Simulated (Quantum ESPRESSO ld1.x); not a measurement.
Pd42+, 4 electrons, occupied as [He] 2s2.

All-electron calculation, scalar-relativistic Kohn-Sham, LDA (Slater exchange, VWN5 correlation), spin-polarised, spherical densities, point nucleus. Program: ld1.x of Quantum ESPRESSO 7.5.

Energy parts (Ry):
| part | energy |
|---|---|
| total | -5297.8493 |
| kinetic | 5602.9909 |
| electron-nucleus | -11056.5193 |
| Hartree | 224.6860 |
| exchange-correlation | -69.0069 |

Orbitals (lengths in bohr, moments of r in powers of bohr; r(max) is where P^2 peaks; r(90%) holds 90 % of the orbital's charge):
orbital  occ.  eigenvalue (Ry)  r(max)  <1/r>  r(90%)     <r^2>
1s          2         -2056.63   0.021  48.35  0.0569  0.001358
2s          2         -491.320   0.112  11.74   0.199   0.01976

The highest occupied level is 2s at -6684.7 eV. For comparison, the ionisation energy in NIST's Atomic Spectra Database is 6759 eV (semi-empirical). In exact Kohn-Sham theory the highest level is minus the ionisation energy, but local and semilocal functionals leave it too shallow, through self-interaction and a potential that decays too fast; potentials with the right tail come closer. The density falls to 0.001 e/bohr^3 at r = 0.45 bohr. Summed over all electrons, <r^2> = 0.04223 bohr^2, which gives a Langevin (diamagnetic) susceptibility term of -0.0334 x 10^-6 cm^3/mol.
